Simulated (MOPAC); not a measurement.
Input for MOPAC: PM7 on GaH4N (SMILES [NH2][GaH2]), a point of a torsion scan.

```
PM7 1SCF PRECISE CHARGE=0 THREADS=1
GaH4N

N     -0.94751521 1    -0.04780580 1    -0.01311580 1
Ga     0.85281836 1    -0.10222827 1    -0.02519762 1
H     -1.51488929 1     0.75237863 1     0.24285983 1
H     -1.56534367 1    -0.81159918 1    -0.26346489 1
H      1.56374901 1    -1.41091190 1    -0.44457877 1
H      1.64722955 1     1.15992548 1     0.38685863 1
```

It printed:

```
*******************************************************************************
 **                                                                           **
 **                              MOPAC v23.2.5                                **
 **                                                                           **
 *******************************************************************************
 ** MOPAC's Digital Object Identifier: https://doi.org/10.5281/zenodo.6511958 **
 **                                                                           **
 ** Please cite the open-source release paper for use of this MOPAC version:  **
 ** J. E. Moussa and J. J. P. Stewart (2026)                                  **
 ** MOPAC: An open-source semiempirical molecular orbital program             **
 ** J. Open Source Softw., 11(119), 8025, https://doi.org/10.21105/joss.08025 **
 *******************************************************************************

                              PM7 CALCULATION RESULTS

 *******************************************************************************
 *  PM7        - The PM7 Hamiltonian to be used
 *
 *
 *
 *                 CHARGE ON SYSTEM = 0
 *
 *
 *
 *  PRECISE    - TIGHTER CRITERIA TO BE USED
 *  1SCF       - DO 1 SCF AND THEN STOP
 *  THREADS=1  - MULTI-THREADING NOT USED
 *  T=         - A TIME OF 172800.0 SECONDS REQUESTED
 *  DUMP=N     - RESTART FILE WRITTEN EVERY 7200.0 SECONDS REQUESTED
 *******************************************************************************
PM7 1SCF PRECISE CHARGE=0 THREADS=1
 GaH4N

   ATOM   CHEMICAL          X               Y               Z
  NUMBER   SYMBOL      (ANGSTROMS)     (ANGSTROMS)     (ANGSTROMS)

     1       N         -0.94751521  *  -0.04780580  *  -0.01311580  *
     2      Ga          0.85281836  *  -0.10222827  *  -0.02519762  *
     3       H         -1.51488929  *   0.75237863  *   0.24285983  *
     4       H         -1.56534367  *  -0.81159918  *  -0.26346489  *
     5       H          1.56374901  *  -1.41091190  *  -0.44457877  *
     6       H          1.64722955  *   1.15992548  *   0.38685863  *



          CARTESIAN COORDINATES

    NO.       ATOM           X           Y           Z

     1         N         -0.9475     -0.0478     -0.0131
     2        Ga          0.8528     -0.1022     -0.0252
     3         H         -1.5149      0.7524      0.2429
     4         H         -1.5653     -0.8116     -0.2635
     5         H          1.5637     -1.4109     -0.4446
     6         H          1.6472      1.1599      0.3869

 General Reference for PM7:
 "Optimization of Parameters for Semiempirical Methods VI: More Modifications to the
 NDDO Approximations and Re-optimization of Parameters", J. J. P. Stewart, J. Mol. Mod., 1:32, 19 (2013)
 https://link.springer.com/article/10.1007/s00894-012-1667-x

           Empirical Formula: H4 N Ga  =     6 atoms



      MOLECULAR POINT GROUP   :   C2v


      RHF CALCULATION, NO. OF DOUBLY OCCUPIED LEVELS = 6


 -------------------------------------------------------------------------------
 PM7 1SCF PRECISE CHARGE=0 THREADS=1
 GaH4N



     1SCF WAS SPECIFIED, SO BFGS WAS NOT USED
     SCF FIELD WAS ACHIEVED


                              PM7 CALCULATION
                                                       MOPAC v23.2.5 Linux




          FINAL HEAT OF FORMATION =          0.54726 KCAL/MOL =       2.28973 KJ/MOL


          COSMO AREA              =         83.03 SQUARE ANGSTROMS
          COSMO VOLUME            =         64.20 CUBIC ANGSTROMS

          IONIZATION POTENTIAL    =          9.257078 EV
          HOMO LUMO ENERGIES (EV) =         -9.257  1.441
          NO. OF FILLED LEVELS    =          6
          MOLECULAR WEIGHT        =         87.7733         POINT GROUP:  C2v

          MOLECULAR DIMENSIONS (Angstroms)

            Atom       Atom       Distance
            H     6    H     4     3.82498
            H     5    H     3     3.57737
            N     1   Ga     2     0.00153


          SCF CALCULATIONS        =          1





   ATOM   CHEMICAL          X               Y               Z
  NUMBER   SYMBOL      (ANGSTROMS)     (ANGSTROMS)     (ANGSTROMS)

     1       N         -0.94751521  *  -0.04780580  *  -0.01311580  *
     2      Ga          0.85281836  *  -0.10222827  *  -0.02519762  *
     3       H         -1.51488929  *   0.75237863  *   0.24285983  *
     4       H         -1.56534367  *  -0.81159918  *  -0.26346489  *
     5       H          1.56374901  *  -1.41091190  *  -0.44457877  *
     6       H          1.64722955  *   1.15992548  *   0.38685863  *

                             CARTESIAN COORDINATES

   1    N       -0.947515210    -0.047805800    -0.013115800
   2   Ga        0.852818360    -0.102228270    -0.025197620
   3    H       -1.514889290     0.752378630     0.242859830
   4    H       -1.565343670    -0.811599180    -0.263464890
   5    H        1.563749010    -1.410911900    -0.444578770
   6    H        1.647229550     1.159925480     0.386858630


           Empirical Formula: H4 N Ga  =     6 atoms



      MOLECULAR POINT GROUP   :   C2v


                  EIGENVALUES
 -34.41258 -18.99360 -15.67633 -12.90099 -10.68546  -9.25708   1.44090   3.10537
   3.65494   4.74810   7.04560   7.49519


              NET ATOMIC CHARGES AND DIPOLE CONTRIBUTIONS

  ATOM NO.   TYPE          CHARGE      No. of ELECS.   s-Pop       p-Pop
    1          N          -0.875318        5.8753     1.58002     4.29530
    2         Ga           0.289928        2.7101     1.14833     1.56174
    3          H           0.268165        0.7318     0.73184
    4          H           0.268146        0.7319     0.73185
    5          H           0.024534        0.9755     0.97547
    6          H           0.024545        0.9755     0.97545
 DIPOLE           X         Y         Z       TOTAL
 POINT-CHG.     1.582    -0.047    -0.013     1.583
 HYBRID        -1.515     0.047     0.007     1.516
 SUM            0.067    -0.000    -0.007     0.068


          ATOMIC ORBITAL ELECTRON POPULATIONS

     Atom    s        px        py        pz
    1  N   1.58002   1.24653   1.26570   1.78306
    2 Ga   1.14833   0.51032   0.82510   0.22633
    3  H   0.73184
    4  H   0.73185
    5  H   0.97547
    6  H   0.97545

 **********************
 *                    *
 * JOB ENDED NORMALLY *
 *                    *
 **********************




 == MOPAC DONE ==
```

The run finished.

Cost: around 0.04 core-seconds (rough).
